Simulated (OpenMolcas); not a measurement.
## W2+: moving or changing the point charges

W2+ among 6 point charges of -1.7 e arranged as a tetragonal octahedron (D4h), 1.99 Å from the ion, with the axial distance 2.109 Å. The active orbitals were held to one l.
```
   1.9900    0.0000    0.0000  -1.70
   0.0000    1.9900    0.0000  -1.70
  -1.9900    0.0000    0.0000  -1.70
   0.0000   -1.9900    0.0000  -1.70
   0.0000    0.0000    2.1094  -1.70
   0.0000    0.0000   -2.1094  -1.70
```

* Program: OpenMolcas 26.06
* Method: CASSCF
* Basis: ANO-RCC-VDZP [7s6p4d2f1g]
* Scalar Hamiltonian: DKH2, point nucleus
* Active space: 4 electrons in 5 orbitals (5d)
* State averaging: 2S+1 = 5 even, 5 roots; 2S+1 = 3 even, 45 roots; 2S+1 = 1 even, 50 roots
* Spin-orbit coupling: state interaction with AMFI integrals over the reference wave functions

Runs around this geometry, states (labels of D4, the rotations of D4h). Energies in cm-1 above the lowest state or level, χT in cm3 K/mol.

```tsv
R (Å)	q (e)	Axial / equatorial distance	Ground state	First state of that spin	First gap with spin-orbit (degeneracies)	χT at 300 K	First state of another spin
1.99	-1.1	1.06	5B1	5A1 3442	1089 (1, 1)	0.491	3E 4344
1.99	-1.7	1.06	3E	3A2 2105	1317 (1, 1)	0.431	5B1 2197
2.14	-1.7	1.06	5B1	5A1 4329	1140 (1, 1)	0.479	3E 2656
1.99	-1.7	1.14	5B1	5A1 10676	871.5 (1, 1)	0.624	3E 1270
```

The ground state changes within this set.

Without dynamic correlation the repulsion within the d shell is too large (B by tens of per cent), so at a given field states of lower spin stand too high. Spin-orbit coupling mixes the spin-free states strongly: the lowest level takes only 46 % from its leading state, 5B1 (figures for R = 1.99, q = -1.1, ratio = 1.06; the like holds for R = 1.99, q = -1.7, ratio = 1.06, R = 2.14, q = -1.7, ratio = 1.06, R = 1.99, q = -1.7, ratio = 1.14). This shell can be high or low spin here, a state of another spin lies low, and with metal d orbitals alone active their balance is uncertain, so the ground spin may be wrong (holds for R = 1.99, q = -1.1, ratio = 1.06; R = 2.14, q = -1.7, ratio = 1.06; R = 1.99, q = -1.7, ratio = 1.14). Point charges give a weaker field than real ligands, and real ions of this kind are as a rule low spin; the high spin found here belongs to the model (holds for R = 1.99, q = -1.1, ratio = 1.06; R = 2.14, q = -1.7, ratio = 1.06; R = 1.99, q = -1.7, ratio = 1.14). An orbital doublet at a regular site is open to a Jahn-Teller distortion, which this geometry leaves out (holds for R = 1.99, q = -1.7, ratio = 1.06). This shell can be high or low spin here, a state of another spin lies low, and with metal d orbitals alone active their balance is uncertain, so the ground spin may be wrong, although the usual error favours high spin (holds for R = 1.99, q = -1.7, ratio = 1.06). This is an electrostatic model: the charges have no orbitals. No measured value stands beside these numbers.
